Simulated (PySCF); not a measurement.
## `C[C@@H](CF)[SiH2][SiH3]`: 4 charge schemes on one density

Compound: C3H11FSi2.
Numbering: `[CH3:1][C@@H:2]([CH2:3][F:4])[SiH2:5][SiH3:6]` (hydrogens: H7, H8, H9 on C1; H10 on C2; H11, H12 on C3; H13, H14 on Si5; H15, H16, H17 on Si6)

Cartesian coordinates in Å at the GFN2-xTB level; atoms count from 1:
```xyz
17
C3H11FSi2 angstrom
C     -0.905    0.846   -1.311
C     -1.065    0.351    0.123
C     -1.473   -1.111    0.135
F     -0.436   -1.914   -0.296
Si     0.538    0.627    1.149
Si     2.407   -0.363    0.217
H     -1.845    0.771   -1.858
H     -0.159    0.252   -1.835
H     -0.585    1.886   -1.323
H     -1.888    0.901    0.590
H     -2.314   -1.312   -0.539
H     -1.724   -1.449    1.145
H      0.631    2.092    1.271
H      0.206    0.148    2.502
H      2.489   -0.176   -1.235
H      3.613    0.258    0.776
H      2.503   -1.798    0.478
```

Density: PBE0/pcSseg-1 (PySCF); schemes: Mulliken, IAO, Hirshfeld and ESP-fitted. Geometry: GFN2-xTB, one conformer, isolated molecule.

Q: Tabulate the Mulliken, IAO, Hirshfeld and ESP-fitted charges.

A: In e:

```csv
atom,environment,Mulliken,IAO,Hirshfeld,ESP-fitted
C1,methyl carbon,-0.242,-0.417,-0.123,-0.415
C2,sp3 carbon bound to silicon,-0.612,-0.365,-0.112,+0.153
C3,sp3 C–F carbon,+0.206,+0.044,+0.023,-0.087
F4,alkyl fluorine,-0.342,-0.334,-0.103,-0.206
Si5,SiH2 silicon,+0.312,+0.433,+0.239,+0.198
Si6,SiH3 silicon,+0.215,+0.293,+0.210,+0.255
H7,methyl hydrogen,+0.117,+0.138,+0.040,+0.108
H8,methyl hydrogen,+0.130,+0.144,+0.035,+0.121
H9,methyl hydrogen,+0.127,+0.142,+0.041,+0.102
H10,methine hydrogen,+0.150,+0.148,+0.045,+0.018
H11,methylene hydrogen,+0.107,+0.136,+0.043,+0.106
H12,methylene hydrogen,+0.113,+0.137,+0.042,+0.085
H13,Si–H hydrogen,-0.049,-0.104,-0.080,-0.097
H14,Si–H hydrogen,-0.054,-0.104,-0.080,-0.095
H15,Si–H hydrogen,-0.062,-0.096,-0.071,-0.082
H16,Si–H hydrogen,-0.067,-0.105,-0.080,-0.093
H17,Si–H hydrogen,-0.048,-0.088,-0.071,-0.071
```

Mean size of the charges over all atoms: IAO 0.190 e, Mulliken 0.174 e, ESP-fitted 0.135 e, Hirshfeld 0.085 e. Each set sums to the total charge, 0, to within 0.001 e. The Mulliken scheme gives each basis function's population to the atom it is centred on and halves the overlap population of two atoms between them.

Lowest charge. The schemes don't all agree: Mulliken C2 (-0.612); IAO C1 (-0.417); Hirshfeld C1 (-0.123); ESP-fitted C1 (-0.415).

Highest charge. The schemes don't all agree: Mulliken Si5 (+0.312); IAO Si5 (+0.433); Hirshfeld Si5 (+0.239); ESP-fitted Si6 (+0.255).

Q: How closely do the schemes follow one another over all atoms?

A: Correlation coefficient and root-mean-square difference: IAO with Hirshfeld 0.93, 0.135 e; Mulliken with IAO 0.91, 0.094 e; Mulliken with Hirshfeld 0.80, 0.154 e; IAO with ESP-fitted 0.75, 0.150 e; Hirshfeld with ESP-fitted 0.74, 0.110 e; Mulliken with ESP-fitted 0.43, 0.211 e.

Q: How many electrons does the Hirshfeld scheme count on F4?

A: Z − q = 9 − (-0.103) = 9.103.

These values come from a run that also computed NMR shieldings. Time: 36 s of wall time; peak memory 0.79 GiB. Hardware: an Arm Neoverse N1 with one thread, no GPU, shared host.
